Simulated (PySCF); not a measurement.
BrCl, SMILES ClBr (connectivity only; charge and spin as stated), charge +1, multiplicity 2.

Coordinates come from a PBE0-D3(BJ)/def2-TZVP optimisation. The multiplicity is an assumed one; other spin states were not compared.

The numbers are results of PBE0-D3(BJ)/def2-TZVP (PySCF), not measurements.

Frequencies are harmonic and unscaled.

Estimate the vibrational spectrum. (Estimate from the structure and the level; the computed values follow.)


| mode | ν (cm⁻¹) | IR (km/mol) | moving atoms (share of kinetic energy) |
|---|---|---|---|
| 1 | 529 | 0.3 | Cl 69 %, Br 31 % |
